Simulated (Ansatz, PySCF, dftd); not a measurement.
Species: SiCl$_{2}$, charge 0, singlet. SiCl2 (SMILES [Si](Cl)Cl).
B3LYP-D3(BJ)/def2-TZVP minimum from Ansatz (a quantum-chemistry and plane-wave program):
```xyz
3

Si    -0.0165     0.0173     0.9364
Cl     1.0611     1.2272    -0.3899
Cl    -1.0475    -1.2415    -0.3813
```

Quantity: enthalpy of formation at 298 K (by atomisation, with ideal-gas terms from PySCF's Hessian at B3LYP-D3(BJ)/def2-TZVP and the atoms' measured values of the G2/97 table; no spin-orbit terms), in kJ/mol. Radicals and triplets start from unrestricted determinants; spin-orbit coupling is neglected. Correlated methods leave the cores frozen. Rows without X2C or -DK are non-relativistic. CBS(X,Y): correlation extrapolated as X^-3, Hartree-Fock from the larger set (Q,5: extrapolated as (X+1)exp(-9√X)). A bracket is a step between two methods taken in the basis named. The functionals are non-relativistic, so their misses hold any scalar relativity. Double hybrids freeze cores in their MP2 part. 'core' is core correlation in cc-pwCVTZ (1s frozen past Ne), 'X2C' scalar relativity in cc-pVTZ-DK, both at CCSD(T). The restricted determinant of Cl2Si (Cl[Si]Cl, singlet) is unstable towards broken spin symmetry in at least one set run.

```tsv
level	program	enthalpy of formation at 298 K (kJ/mol)	difference against the last row
HF/cc-pV(D+d)Z	Ansatz	112.6	294.8
PBE0-D3(BJ)/def2-TZVPD	Ansatz + dftd3	-176.1	6.1
CAM-B3LYP-D3(BJ)/def2-TZVPD	Ansatz + dftd3	-153.2	29.0
wB97X-V/def2-TZVPD	Ansatz	-177.3	4.9
B2PLYP/def2-TZVPD	Ansatz	-153.0	29.2
B2GP-PLYP-D3(BJ)/def2-TZVPD	Ansatz + dftd3	-164.7	17.5
MP2/cc-pV(5+d)Z	Ansatz	-209.8	-27.6
MP2/CBS(cc-pV(Q+d)Z,cc-pV(5+d)Z)	Ansatz	-220.9	-38.7
CCSD(T)/cc-pV(D+d)Z	Ansatz	-63.6	118.6
CCSD(T)/cc-pV(Q+d)Z	Ansatz	-159.6	22.6
CCSD(T)/cc-pV(5+d)Z	Ansatz	-170.3	11.9
CCSDT(Q)/cc-pV(D+d)Z	Ansatz	-65.6	116.6
CCSD(T)/CBS(cc-pV(Q+d)Z,cc-pV(5+d)Z) + [CCSDT(Q) - CCSD(T)]/cc-pV(T+d)Z + core + X2C	Ansatz	-182.2	0.0
```
